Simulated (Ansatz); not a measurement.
Question: Name a neutral molecule of C, S, Si and H with size of the dipole moment (B3LYP/def2-TZVPP) between 1.35 and 1.65 D and ideal-gas entropy at 298 K and 1 bar (rigid rotor, harmonic PBE0-D4/def2-TZVP) between 293 and 309 J/(mol·K) (Ansatz, PBE0-D4/def2-TZVP geometry).

Answer: `[SiH3]C=S` (1.50 D, 298 J/(mol·K)); `C=C1[SiH2]S1` (1.51 D, 299 J/(mol·K)). Other molecules can fit too; these were computed, each in one conformer that needn't be the lowest.

B3LYP here is the variant with VWN-RPA as its local correlation; programs differ in this.
